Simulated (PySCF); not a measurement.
**Scalar relativity in K (potassium, neutral)**

[Ar] 4s1, 2S determinant; UHF calculated with PySCF 2.14 in dyall-acv3z (25s18p7d3f, 135 functions), once non-relativistic with a point nucleus and once with spin-free X2C-1e and a Gaussian nucleus.

| shell | ε non-rel. (eV) | ε X2C (eV) | rms r non-rel. (bohr, spins averaged) | rms r X2C (bohr, spins averaged) | change of radius (%) |
| --- | --- | --- | --- | --- | --- |
| 1s α | -3633.6 | -3650.0 | 0.09441 | 0.09371 | -0.74 |
| 1s β | -3633.6 | -3650.0 | 0.09441 | 0.09371 | -0.74 |
| 2s α | -394.32 | -397.35 | 0.4202 | 0.4178 | -0.59 |
| 2s β | -394.26 | -397.29 | 0.4202 | 0.4178 | -0.59 |
| 2p α | -313.46 | -313.60 | 0.3883 | 0.3875 | -0.21 |
| 2p β | -313.45 | -313.58 | 0.3883 | 0.3875 | -0.21 |
| 3s α | -47.652 | -47.984 | 1.372 | 1.366 | -0.44 |
| 3s β | -47.517 | -47.849 | 1.372 | 1.366 | -0.44 |
| 3p α | -25.991 | -25.958 | 1.562 | 1.562 | -0.06 |
| 3p β | -25.946 | -25.912 | 1.562 | 1.562 | -0.06 |
| 4s α | -4.018 | -4.033 | 5.612 | 5.592 | -0.36 |

The total energy goes from -599.1648 to -601.4644 hartree.

Ionisation energy, K [Ar] 4s1 (2S) → K⁺ [Ar] (1S) (eV):

```json
{"method": "UHF", "non-relativistic": "4.008", "spin-free X2C": "4.023", "shift": "0.015"}
```

Relativity contracts and stabilises s shells directly. The contracted s shells screen the nucleus better, so for spin-averaged p shells the direct and indirect effects partly cancel.
